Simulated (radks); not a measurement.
Task: Excited configurations of Ne X: one electron is placed in a higher orbital outside the bare nucleus. The ground configuration is 1s1. All-electron calculation, Dirac Kohn-Sham, PBEsol, spin-unpolarised, spherical densities, point nucleus; open shells fill j = l - 1/2 first. Program: a radial shooting solver on a logarithmic mesh with Libxc functionals. Excitation = E - E(ground); binding = E(ion) - E, where the ion is the core of charge +10; n* = 10/sqrt(2 binding) in atomic units. These energies are relativistic, and a one-electron ion of charge +10 with no core already has n* below n in this formula (Dirac formula, point nucleus: 2p1/2 1.998, 3s1/2 2.998, 3p1/2 2.998, 3d3/2 2.999, 5s1/2 4.998, 6s1/2 5.998, 6d3/2 5.999, 7s1/2 6.998, 7p1/2 6.998). The quantum defect is therefore taken as that value minus n*, so that it holds no relativistic shift of the bare ion.

outer orbital  excitation (eV)  binding (eV)     n*  quantum defect  eigenvalue (eV)  <r> (bohr)
2p1/2                   1007.9        335.62  2.013          -0.015          -316.66      0.5036
3s1/2                   1192.5        151.01  3.002          -0.004          -144.39       1.346
3d3/2                   1194.1        149.33  3.018          -0.019          -140.50       1.057
5s1/2                   1288.8        54.720  4.986           0.011          -52.465       3.731
6s1/2                   1305.4        38.096  5.976           0.022          -36.567       5.368
6d3/2                   1305.4        38.045  5.980           0.019          -36.409       5.077
7s1/2                   1315.4        28.049  6.965           0.033          -26.949       7.303
7p1/2                   1315.4        28.049  6.965           0.033          -26.931       7.203

Estimate the row for 3p1/2.

Result: excitation (eV) 1192.8; binding (eV) 150.64; n* 3.005; quantum defect -0.007; eigenvalue (eV) -143.41; <r> (bohr) 1.249. The Delta-SCF ionisation energy is 1343.5 eV (NIST Atomic Spectra Database: 1362.2 eV, theoretical). Self-interaction in the functional shifts the binding energies and quantum defects, so they are the method's values and not measured ones. Spin polarisation and multiplet splitting are left out, so open shells lie too high by an amount that depends on their filling.

Beside tabulated values, note that spin-unpolarised runs miss the spin-polarisation part of the exchange energy of open shells.
